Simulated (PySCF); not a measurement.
SnI3, SMILES [I][Sn+]([I])[I], charge +1. Geometry optimised at PBE-D3(BJ)/def2-SVP. The multiplicity is an assumed one; no other spin state was optimised. The isomer is the one that the SMILES or the coordinates give; other isomers of the formula were not compared. The def2 effective core potentials stand for the cores of I, Sn; spin–orbit coupling is left out.

Computed equilibrium geometry at PBE-D3(BJ)/def2-SVP (PySCF confirms it by a frequency run) as a Z-matrix, and its point group:
point group D3h.
```
Sn
I 1 2.6357
I 1 2.6357 2 120.00
I 1 2.6357 2 120.00 3 180.00
```
Charge +1, spin multiplicity 1.
